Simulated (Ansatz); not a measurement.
C$_{2}$H$_{10}$Si$_{2}$, SMILES `CC[SiH2][SiH3]`, relaxed with RKS PBE0-D4/def2-TZVP in Ansatz 0.2.0 from a PBE-D4/def2-SVP geometry. The force threshold is 0.005 eV/Å; the program also tests the step.

Total charge 0; spin multiplicity 1.

Start:

```xyz
14

C    -0.907    1.596   -0.467
C     0.574    1.207   -0.351
Si    0.910   -0.274    0.800
Si   -0.230   -2.203    0.073
H    -1.337    1.873    0.519
H    -1.521    0.762   -0.868
H    -1.048    2.464   -1.144
H     0.996    0.959   -1.349
H     1.178    2.059    0.030
H     0.464    0.048    2.205
H     2.389   -0.572    0.844
H     0.188   -2.560   -1.332
H    -1.721   -1.981    0.071
H     0.065   -3.379    0.968
```

```tsv
step	energy (eV)	largest force (eV/Å)	largest move (Å)
1	-17984.3536	0.523	0.000
2	-17984.3969	0.148	0.028
3	-17984.4004	0.043	0.017
4	-17984.4006	0.014	0.008
5	-17984.4007	0.023	0.008
6	-17984.4007	0.002	0.004
```

End:

```xyz
14

C    -0.895    1.584   -0.459
C     0.577    1.197   -0.354
Si    0.896   -0.266    0.788
Si   -0.231   -2.190    0.071
H    -1.312    1.837    0.520
H    -1.496    0.767   -0.866
H    -1.036    2.450   -1.110
H     0.981    0.953   -1.342
H     1.169    2.042    0.015
H     0.442    0.062    2.170
H     2.356   -0.565    0.850
H     0.179   -2.545   -1.317
H    -1.706   -1.982    0.073
H     0.076   -3.345    0.958
```

Run time 22 s (4 threads of a server CPU on a shared host); peak host memory 0.5 GiB.
